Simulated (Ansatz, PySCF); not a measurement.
PySCF was given this input:
```python
from pyscf import gto, scf, dft

mol = gto.M(
    atom='''
Mo    0.386421   -0.081189   -0.012300
O     1.593814   -0.796268   -0.848410
Cl    0.476278    0.967153    1.829884
Cl   -0.833725    1.143565   -1.474919
Cl   -1.347271   -1.535418    0.074675
''',
    basis='def2-svpd',
    ecp={'Mo': 'def2-svpd'},
    charge=0,
    spin=1,
    verbose=4,
)

mf = dft.UKS(mol)
mf.xc = 'b3lyp'
mf.grids.atom_grid = (99, 590)
mf.grids.prune = None
mf.kernel()
```

Q: Write the same job for Ansatz (a program for electronic structure).

A: This is not unique; one that fits is 
Ansatz 0.2 input:
```yaml
crystal:
  periodic: [false, false, false]
  atoms:
    - {symbol: Mo, position_ang: [0.38642121, -0.08118934, -0.01229997]}
    - {symbol: O, position_ang: [1.59381395, -0.79626759, -0.84841018]}
    - {symbol: Cl, position_ang: [0.47627775, 0.96715298, 1.82988382]}
    - {symbol: Cl, position_ang: [-0.83372497, 1.14356481, -1.47491885]}
    - {symbol: Cl, position_ang: [-1.34727056, -1.53541821, 0.07467503]}
basis:
  gaussian:
    orbitals: def2-SVPD
hamiltonian:
  xc: b3lyp
magnetization: {spin_polarized: true, initial_magnetization: 1}
accuracy: high
```

Both were run: PySCF gave -1523.783859 Eh and Ansatz -1523.783859 Eh, 0.000 mEh apart.
